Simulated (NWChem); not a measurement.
System: CHF₂O₃S, doublet; SMILES F[C](F)S(=O)(O)=O

NWChem input:

```
start job
memory heap 200 mb stack 900 mb global 1100 mb
geometry units angstroms
  O     -1.397729     0.105737    -1.222961
  S     -0.730501     0.065464     0.031465
  O     -1.337776    -0.507917     1.171838
  O     -0.230149     1.542087     0.381225
  C      0.908630    -0.721499    -0.202613
  F      1.589120    -0.705089     0.931413
  F      1.581530    -0.021354    -1.113757
  H     -0.276192     2.113258    -0.389500
end
basis spherical
  * library def2-svp
end
dft
  odft
  mult 2
  xc pbe0
  iterations 150
end
driver
  maxiter 120
end
task dft optimize
```

No frequency run checked for a minimum.

The level has its own optimisation. Brackets give each atom's bonded neighbours.

Q: Predict the main results of this run. (PBE0/def2-SVP, spin-unrestricted.) Quantities: r O–S [O(HS)–S(COOO)] (Å); r C–S (Å); r H–O (Å); dipole (D).

A: The r O–S [O(HS)–S(COOO)] (Å) is 1.620 and the r C–S (Å) comes out as 1.799. The r H–O (Å) is 0.971 and the dipole (D) is 2.69.
